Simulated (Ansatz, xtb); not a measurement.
Two isomers of C4H10Ge

Structure I is `CC1[CH2][GeH2][CH2]1`, a singlet and structure II is `C=C[CH2][GeH2][CH3]`, a singlet. Both are isolated molecules in the gas phase, relaxed with r2SCAN-D4/def2-SVP, each in the lowest conformer that the search found.

Quicker runs give these differences E(II) − E(I): GFN2-xTB +7.6 kcal/mol; HF/STO-3G +17.5 kcal/mol (at GFN2-xTB geometries); r2SCAN-D4/def2-SVP//GFN2-xTB −2.0 kcal/mol.

Estimate E(II) − E(I) at the level CCSD(T)/def2-SVP + ΔMP2/def2-TZVPP.

Calculated at CCSD(T)/def2-SVP + ΔMP2/def2-TZVPP: E(II) − E(I) = −3.1 kcal/mol, so structure II lies lower.

The same difference at several levels:

```
                             level            geometry  E(II) − E(I) (kcal/mol)  departure from the last row (kcal/mol)  job, with rough time for the two
                          GFN2-xTB            GFN2-xTB                      +7.6                                   +10.7              optimisation, 0.18 s
                         HF/STO-3G            GFN2-xTB                     +17.5                                   +20.6              single point, 0.44 s
      r2SCAN-D4/def2-SVP//GFN2-xTB            GFN2-xTB                      −2.0                                    +1.1                 single point, 4 s
                r2SCAN-D4/def2-SVP  r2SCAN-D4/def2-SVP                      −0.7                                    +2.4                optimisation, 57 s
                       HF/def2-SVP  r2SCAN-D4/def2-SVP                      −6.5                                    −3.4           part of the CCSD(T) run
                      MP2/def2-SVP  r2SCAN-D4/def2-SVP                      +0.1                                    +3.2           part of the CCSD(T) run
                  CCSD(T)/def2-SVP  r2SCAN-D4/def2-SVP                      −1.9                                    +1.2                      single point
CCSD(T)/def2-SVP + ΔMP2/def2-TZVPP  r2SCAN-D4/def2-SVP                      −3.1                                                        single point, 62 s
```

As drawn, II has 1 C=C in place of 2 C–C. Structure I has a 4-membered ring, II no ring.

GFN2-xTB, HF/STO-3G put the two in the other order. MP2/def2-SVP finds them nearly level. The largest departure from CCSD(T)/def2-SVP + ΔMP2/def2-TZVPP is that of HF/STO-3G, 20.6 kcal/mol. The last row adds to CCSD(T) the change of the MP2 difference between the two basis sets, here −1.2 kcal/mol.

With thermal terms from frequencies at re-optimised GFN2-xTB minima (ideal gas, soft modes damped towards free rotors, one conformer each, 298.15 K, 1 atm): the zero-point term adds −2.3 kcal/mol; ΔH is −4.4 and ΔG −7.1 kcal/mol.

The correlated steps freeze 13 core orbitals; the filled d shell of Ge is correlated, in a basis made for valence electrons. Run with Ansatz 0.2.0, xtb 6.7.1; the last row on 4 threads of Arm Neoverse V1 on a shared host.
